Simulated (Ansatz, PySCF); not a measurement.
CH7ClFNSi2, SMILES CN[SiH2][Si@@H](F)Cl. Atoms are numbered in the order given.

```xyz
13

C     -3.2957    -1.0790    -0.5876
N     -1.8419    -1.0549    -0.5760
Si    -0.8678     0.2794    -1.1024
Si     1.2120     0.0204    -0.0520
F      2.2475     1.1661    -0.5725
Cl     0.9587     0.2717     1.9930
H     -3.6883    -1.7048     0.2319
H     -3.7306    -1.4525    -1.5357
H     -3.6846    -0.0605    -0.4289
H     -1.4235    -1.9805    -0.5778
H     -1.5081     1.5388    -0.6270
H     -0.6548     0.4166    -2.5829
H      1.8777    -1.2951    -0.2554
```
Charge 0, spin multiplicity 1.

Coordinates come from a B3LYP-D3(BJ)/def2-SVP optimisation. The structure was generated by enumeration; whether it is a known compound was not checked. Other conformers were not sampled.

Two levels are set side by side: PBE-D3(BJ)/def2-SVP (Ansatz, a quantum-chemistry and plane-wave program) and B3LYP-D3(BJ)/def2-SVP (Ansatz). Each level has its own optimised geometry; the coordinates shown are those of the second. Frequencies come from the Hessian of PySCF at each geometry. Differences are taken from unrounded values.

```csv
quantity,B3LYP-D3(BJ),PBE-D3(BJ),PBE-D3(BJ) minus B3LYP-D3(BJ)
mean bond length (Å),1.504,1.513,0.009
bond C1–N2 (Å),1.454,1.455,0.001
bond N2–Si3 (Å),1.734,1.744,0.011
bond Si3–Si4 (Å),2.344,2.350,0.006
bond Si4–F5 (Å),1.630,1.641,0.012
bond Si4–Cl6 (Å),2.076,2.080,0.004
bond C1–H7 (Å),1.103,1.111,0.008
bond C1–H8 (Å),1.108,1.117,0.009
bond C1–H9 (Å),1.102,1.110,0.008
bond N2–H10 (Å),1.016,1.023,0.007
bond Si3–H11 (Å),1.491,1.504,0.014
bond Si3–H12 (Å),1.502,1.517,0.015
bond Si4–H13 (Å),1.488,1.503,0.015
highest harmonic wavenumber (cm⁻¹),3585,3509,-77
mean harmonic wavenumber (cm⁻¹),1134,1102,-33
zero-point energy (kcal/mol),53.51,51.98,-1.54
```

Exact exchange shortens and stiffens bonds; PBE has none. Differences between two approximate levels are no errors against the true value.
